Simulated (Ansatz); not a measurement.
The same path of ClH + H6N2Si (11 atoms, charge 0, multiplicity 1) was run twice with different band settings. Lost on the way: Si1–H2, Cl10–H11. Made: Si1–Cl10, H2–H11.

Computed with RKS CAM-B3LYP/6-31G* in Ansatz 0.2.0.

Relaxed end points:

```xyz
11
Properties=species:S:1:pos:R:3
Si 0.180 0.134 -0.397
H -0.276 0.524 0.980
N 1.851 -0.189 -0.598
H 2.312 -0.946 -0.111
H 2.494 0.534 -0.886
H -0.063 1.319 -1.262
N -0.715 -1.296 -0.693
H -1.578 -1.497 -0.208
H -0.643 -1.794 -1.570
Cl -2.745 -0.780 2.373
H -1.688 -0.139 1.991
```

```xyz
11
Properties=species:S:1:pos:R:3
Si -0.506 -0.066 -0.848
H 0.415 0.218 2.776
N 1.064 -0.044 -0.188
H 1.342 -0.714 0.518
H 1.589 0.817 -0.126
H -0.527 1.005 -1.867
N -0.865 -1.669 -1.307
H -1.812 -2.016 -1.337
H -0.230 -2.197 -1.890
Cl -2.068 0.438 0.445
H 0.728 0.098 3.443
```

Common settings: spring 5.0 eV/Å²; optimiser quadratic models (default); start path through a guess of the saddle point; force threshold 0.05 eV/Å; iteration limit 60; end points relaxed.

| run | movable images | climbing image |
| --- | --- | --- |
| 1 | 5 | yes |
| 2 | 1 | no |

(1) What does each run give, and how far can it be trusted?

## Answers

(1) Run 1: converged after 26 iterations, highest image 1.341 eV above the first end. Neighbouring images differ by up to 1.6 eV, so the band resolves the path poorly. A vibrational analysis at the climbing image gives one clearly imaginary mode, 602i cm⁻¹: a first-order saddle point.
Run 2: converged after 21 iterations, highest image 0.461 eV above the first end. Neighbouring images differ by up to 1.4 eV, so the band resolves the path poorly. No image climbed, so the highest image needn't sit at the top of the path. A band with more images between the same ends climbed to 1.34 eV, so this one has probably stepped over the top. So few images can step over the top or miss a turn of the path.
The orbitals stay closed-shell, which can raise the energy where a bond breaks towards radicals; this wasn't checked here.
